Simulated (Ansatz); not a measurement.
Cost and result for the atomization energy of C₈H₁₆, SMILES `CCC1CCCCC1` (24 atoms, 24 bonds).

Z-matrix (Å, degrees):
```
C
C 1 1.520
H 1 1.094 2 111.0
H 1 1.092 2 112.0 3 120.3
H 1 1.092 2 111.1 3 -119.7
C 2 1.524 1 114.7 3 -56.4
H 2 1.097 1 109.7 3 -179.0
H 2 1.096 1 109.1 3 65.4
C 6 1.525 2 110.8 1 172.6
C 6 1.526 2 112.7 1 -63.7
H 6 1.101 2 107.8 1 55.0
C 9 1.522 6 112.5 2 179.9
H 9 1.095 6 109.7 2 -57.0
H 9 1.099 6 108.6 2 58.9
C 10 1.522 6 112.2 2 -178.6
H 10 1.099 6 108.5 2 -57.7
H 10 1.094 6 110.4 2 58.6
C 12 1.522 9 111.3 6 -55.5
H 12 1.094 9 110.2 6 -178.4
H 12 1.097 9 109.2 6 65.0
H 15 1.097 10 109.1 6 -65.2
H 15 1.094 10 110.1 6 178.3
H 18 1.097 12 109.2 9 -65.6
H 18 1.094 12 110.5 9 177.6
```

Total charge 0; spin multiplicity 1. The structure was optimised at the PBE0-D4/def2-TZVP level. It is one conformer, not always the lowest. Program: Ansatz. All runs use 5 threads of an AMD EPYC 7R13 on a shared host and a share of an NVIDIA H100 80 GB. Times are those of one run each, without the atoms' runs, and a repeat can differ threefold. Electronic energies, without spin–orbit coupling; frozen cores. CCSD(T)/CBS adds CCSD(T) − MP2 in def2-TZVPP to the MP2 limit, and its time is that of the two runs behind it. T1 = 0.009. B3LYP takes the VWN-RPA correlation (the form of Gaussian; ORCA's B3LYP/G).

CCSD(T)/CBS is a level of theory with its own doubt, some kJ/mol a heavy atom from the limit and from the frozen cores, so smaller differences don't rank the functionals.

```json
{"level": "PBE-D4/def2-TZVPP (with forces)", "functions": "472", "wall time": "15 s"}
{"level": "B3LYP-D4/def2-TZVPP (with forces)", "functions": "472", "wall time": "16 s"}
{"level": "MP2/def2-QZVPP", "functions": "936", "wall time": "17 s"}
{"level": "PBE0-D4/def2-TZVPP", "functions": "472", "wall time": "17 s"}
{"level": "B2PLYP/def2-TZVPP", "functions": "472", "wall time": "18 s"}
{"level": "r2SCAN-D4/def2-TZVPP (with forces)", "functions": "472", "wall time": "18 s"}
{"level": "ωB97X-V/def2-TZVPP", "functions": "472", "wall time": "22 s"}
{"level": "ωB97M-V/def2-TZVPP (with forces)", "functions": "472", "wall time": "22 s"}
{"level": "CCSD(T)/def2-TZVPP", "functions": "472", "wall time": "37 s"}
{"level": "CCSD(T)/CBS(def2)", "functions": "–", "wall time": "54 s"}
```

**Question.** What atomization energy does each give, and how far from CCSD(T)/CBS? (An estimate is asked.)

**Answer.** Ansatz gave: 
| level | atomization (kcal/mol) | difference from CCSD(T)/CBS | per bond |
| --- | --- | --- | --- |
| PBE-D4/def2-TZVPP (with forces) | 2398.9 | 44.9 | 1.9 |
| B3LYP-D4/def2-TZVPP (with forces) | 2354.6 | 0.6 | 0.0 |
| MP2/def2-QZVPP | 2359.1 | 5.1 | 0.2 |
| PBE0-D4/def2-TZVPP | 2376.9 | 22.9 | 1.0 |
| B2PLYP/def2-TZVPP | 2331.1 | -22.9 | -1.0 |
| r2SCAN-D4/def2-TZVPP (with forces) | 2360.4 | 6.4 | 0.3 |
| ωB97X-V/def2-TZVPP | 2359.3 | 5.3 | 0.2 |
| ωB97M-V/def2-TZVPP (with forces) | 2361.3 | 7.3 | 0.3 |
| CCSD(T)/def2-TZVPP | 2307.0 | -47.0 | -2.0 |
| CCSD(T)/CBS(def2) | 2354.0 | 0.0 | 0.0 |

From PBE to PBE0 (25 % exact exchange), in def2-TZVPP and without D4, the atomization energy moves by −19.9 kcal/mol: exact exchange takes away binding that semilocal exchange gives to molecules. The D4 term adds +21.3 kcal/mol with B3LYP and +11.5 kcal/mol with PBE0; it sums over pairs of atoms, weighted by their polarisabilities, and B3LYP, whose exchange is more repulsive, gets the larger term. In def2-TZVPP, CCSD(T) changes the Hartree–Fock value by +517.9 kcal/mol (the triples alone add +27.7 kcal/mol) and MP2 by +542.5 kcal/mol; breaking electron pairs costs correlation energy, which Hartree–Fock lacks.
